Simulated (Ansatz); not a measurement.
Basis-set series for CH4F2HfOSe, SMILES `C[Se][Hf]([OH])([F])[F]`. Charge 0, multiplicity 1. Hf: def2 effective core potential. The geometry is a stationary point of PBE0-D4/def2-TZVP. It is one conformer, not always the lowest.

```csv
functional,basis,functions,energy (Eh),HOMO (eV),LUMO (eV)
PBE0-D4,def2-SVP,140,-2764.13115,-6.72,-1.09
PBE0-D4,def2-TZVPP,284,-2764.82628,-6.79,-1.13
ωB97M-V,def2-SVP,140,-2764.42764,-8.80,0.82
ωB97M-V,def2-TZVPP,284,-2765.13236,-8.89,0.73
```

Question: Give the rows for def2-QZVPP. (An estimate is asked.)

Answer: Ansatz gave: 
```
functional       basis  functions  energy (Eh)  HOMO (eV)  LUMO (eV)
   PBE0-D4  def2-QZVPP        518  -2764.89476      -6.81      -1.17
   ωB97M-V  def2-QZVPP        518  -2765.19809      -8.91       0.37
```

Positive LUMOs are unbound and depend on the basis. Scalar relativity is left out up to krypton.
